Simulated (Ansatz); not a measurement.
SiEt2(OtBu)2 (C12H28O2Si), relaxed as a singlet with RKS r2SCAN-D4/def2-SVP in Ansatz, starting from the GFN2-xTB geometry. Force threshold 0.03 eV/Å.

Start:

```xyz
43

Si   -0.352    0.517    0.237
C    -1.460    0.836    1.758
C    -2.886    1.259    1.422
H    -1.010    1.599    2.396
H    -1.507   -0.077    2.354
H    -3.496    1.321    2.322
H    -2.895    2.232    0.938
H    -3.336    0.539    0.744
C     0.132    2.143   -0.665
C    -0.988    2.738   -1.514
H     0.989    1.948   -1.315
H     0.460    2.901    0.048
H    -0.629    3.588   -2.092
H    -1.382    1.993   -2.201
H    -1.808    3.075   -0.886
O    -1.270   -0.420   -0.709
C    -0.996   -1.384   -1.708
C    -0.628   -2.703   -1.026
C    -2.282   -1.541   -2.525
C     0.151   -0.925   -2.607
H    -0.428   -3.474   -1.765
H     0.254   -2.547   -0.413
H    -1.444   -3.025   -0.384
H    -3.098   -1.840   -1.873
H    -2.151   -2.293   -3.298
H    -2.544   -0.594   -2.990
H     1.050   -0.812   -2.010
H    -0.091    0.033   -3.060
H     0.329   -1.654   -3.393
O     0.987   -0.354    0.581
C     2.066   -0.251    1.483
C     1.603   -0.671    2.881
C     3.142   -1.217    0.974
C     2.616    1.174    1.520
H     2.446   -0.692    3.567
H     0.861    0.030    3.250
H     1.154   -1.660    2.838
H     2.744   -2.228    0.938
H     4.009   -1.201    1.628
H     3.450   -0.932   -0.029
H     1.855    1.853    1.894
H     2.900    1.489    0.520
H     3.486    1.224    2.169
```

```json
{"step": "1", "energy (eV)": "-24850.9286", "largest force component (eV/Å)": "1.744", "SCF passes": "21"}
{"step": "2", "energy (eV)": "-24851.1130", "largest force component (eV/Å)": "1.041", "SCF passes": "20"}
{"step": "3", "energy (eV)": "-24851.1473", "largest force component (eV/Å)": "0.180", "SCF passes": "20"}
{"step": "4", "energy (eV)": "-24851.1501", "largest force component (eV/Å)": "0.080", "SCF passes": "20"}
{"step": "5", "energy (eV)": "-24851.1518", "largest force component (eV/Å)": "0.076", "SCF passes": "20"}
{"step": "6", "energy (eV)": "-24851.1530", "largest force component (eV/Å)": "0.052", "SCF passes": "19"}
{"step": "7", "energy (eV)": "-24851.1537", "largest force component (eV/Å)": "0.033", "SCF passes": "19"}
{"step": "8", "energy (eV)": "-24851.1546", "largest force component (eV/Å)": "0.048", "SCF passes": "18"}
{"step": "9", "energy (eV)": "-24851.1553", "largest force component (eV/Å)": "0.055", "SCF passes": "19"}
{"step": "10", "energy (eV)": "-24851.1562", "largest force component (eV/Å)": "0.042", "SCF passes": "19"}
{"step": "11", "energy (eV)": "-24851.1565", "largest force component (eV/Å)": "0.027", "SCF passes": "20"}
```

Force components are those of the run's own axes.

End:

```
atom    x (Å)    y (Å)    z (Å)
 Si1  -0.3629   0.5191   0.2241
  C2  -1.3911   0.8626   1.7573
  C3  -2.7796   1.4530   1.4823
  H4  -0.8248   1.5160   2.4480
  H5  -1.4931  -0.1083   2.2778
  H6  -3.3851   1.5205   2.4009
  H7  -2.7142   2.4701   1.0620
  H8  -3.3325   0.8324   0.7588
  C9   0.1027   2.0760  -0.7338
 C10  -1.0062   2.6651  -1.6131
 H11   0.9798   1.8162  -1.3557
 H12   0.4685   2.8367  -0.0184
 H13  -0.6490   3.5265  -2.2014
 H14  -1.3968   1.9146  -2.3192
 H15  -1.8641   3.0117  -1.0147
 O16  -1.3303  -0.4562  -0.7121
 C17  -1.0353  -1.4292  -1.7228
 C18  -0.7055  -2.7509  -1.0269
 C19  -2.3054  -1.5556  -2.5600
 C20   0.1398  -0.9704  -2.5897
 H21  -0.5164  -3.5500  -1.7617
 H22   0.1869  -2.6263  -0.3954
 H23  -1.5466  -3.0567  -0.3851
 H24  -3.1524  -1.8404  -1.9171
 H25  -2.1872  -2.3171  -3.3468
 H26  -2.5459  -0.5919  -3.0358
 H27   1.0498  -0.8645  -1.9783
 H28  -0.0835  -0.0026  -3.0667
 H29   0.3436  -1.7039  -3.3859
 O30   1.0176  -0.3619   0.5708
 C31   2.0805  -0.2413   1.5179
 C32   1.6259  -0.8427   2.8505
 C33   3.2462  -1.0436   0.9397
 C34   2.4820   1.2257   1.6959
 H35   2.4482  -0.8464   3.5837
 H36   0.7899  -0.2654   3.2764
 H37   1.2868  -1.8798   2.6989
 H38   2.9411  -2.0901   0.7815
 H39   4.1146  -1.0284   1.6166
 H40   3.5492  -0.6236  -0.0326
 H41   1.6466   1.8169   2.1075
 H42   2.7780   1.6664   0.7304
 H43   3.3305   1.3173   2.3923
```

By distances, no bond broke or formed. The bond that changes most is Si1–O16, from 1.62 to 1.66 Å (atoms count from 1).

No frequencies were taken in this run, so the end may be a saddle point.

Hardware: 2 threads of AMD EPYC 7R13 on a shared host and a share (18 GiB) of an NVIDIA H100 80GB HBM3. Wall time 76 s, peak host memory 1.1 GiB.
